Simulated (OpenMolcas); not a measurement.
What dynamic correlation does to the levels of Yb V

```yaml
Program: OpenMolcas 26.06
Basis: ANO-RCC-VQZP [9s8p6d4f3g2h]
Scalar_Hamiltonian: DKH2, point nucleus
Active_space: 12 electrons in 7 orbitals (4f)
State_averaging: 2S+1 = 3 even, 21 roots; 2S+1 = 1 even, 28 roots (27 in the spin-orbit step)
Spin-orbit_coupling: RASSI with atomic mean-field integrals over the reference wave functions, term energies averaged over their components
```

Methods on the same reference wave functions:
A. CASSCF
B. SS-CASPT2, IPEA 0.25 Eh, imaginary shift 0.1 Eh (closed shells correlated: 5s 5p)

Energies in cm⁻¹ above 4f¹² ³H₆, the measured ground level; measured values from the list in Tchang-Brillet, Wyart, Meftah and Ait Mammar, Atoms 6, 52 (2018).

```json
{"Level": "4f¹² ³H₆", "A": "0.0", "B": "0.0", "Measured": "0.0"}
{"Level": "4f¹² ³F₄ [55 %]", "A": "7292", "B": "6390", "Measured": ""}
{"Level": "4f¹² ³H₅", "A": "9715", "B": "9740", "Measured": "9580"}
{"Level": "4f¹² ³H₄ [57 %]", "A": "15226", "B": "14770", "Measured": "14405"}
{"Level": "4f¹² ³F₃", "A": "18317", "B": "16940", "Measured": "16372"}
{"Level": "4f¹² ³F₂", "A": "19610", "B": "17850", "Measured": "16877"}
{"Level": "4f¹² ¹G₄ [55 %]", "A": "25082", "B": "24750", "Measured": "24193"}
{"Level": "4f¹² ¹I₆", "A": "45254", "B": "42590", "Measured": "39038"}
{"Level": "4f¹² ³P₁", "A": "49856", "B": "45180", "Measured": ""}
{"Level": "4f¹² ³P₂ [64 %]", "A": "50970", "B": "46800", "Measured": "43120"}
{"Level": "4f¹² ³P₀", "A": "51420", "B": "46750", "Measured": ""}
```

Deviations, from unrounded energies. A percentage is the sum of absolute deviations over the sum of measured energies, with the sign that they share, or ± where signs differ.

| Against measurement | Levels | A | B |
| --- | --- | --- | --- |
| mean absolute deviation (cm-1) | 7 | 2900 | 1400 |
| fine structure of the ground term (%) | 2 | +4.0 | +2.2 |
| other terms of the ground configuration (%) | 5 | +14.1 | +6.7 |

B lies closest to measurement on these levels. The largest miss of B in the table is 4f¹² ³P₂ [64 %], by +3700 cm-1. The ranking rests on the paired levels alone, and a cruder setting can come out closer through cancelling errors.

From A to B the spin-free energies of the other terms of 4f¹² shown, above ³H, scale by factors of 0.84 to 0.96, as is usual when dynamic correlation screens the repulsion within a d or f shell.

The lowest spin-free term lies below A's lowest term by 0.895 hartree in B.

CASPT2 breaks the degeneracy within a term, and the mean is taken; among the terms shown or strongly mixed into the levels shown the widest spread is 1100 cm-1 (4f¹² ¹I, B). Some high roots are left out of the spin-orbit mixing, which shifts the levels that they would mix with. Without dynamic correlation excited terms often stand tens of per cent too high (terms of higher spin than the ground term too low), and those without a measured partner can miss by more than the paired ones (holds for A). Measured partners are found by configuration, term and J. A level has none where our copy of the source lacks it or the pairing is in doubt (some pairs that miss far off the trend of their configuration count as doubtful), and it then counts in no deviation. Only configurations of the active space appear. The table leaves out levels that lie high or whose names do not pair safely across all columns.

A share in square brackets marks a mixed level and gives the weight of the term that names it, the lowest over the columns.
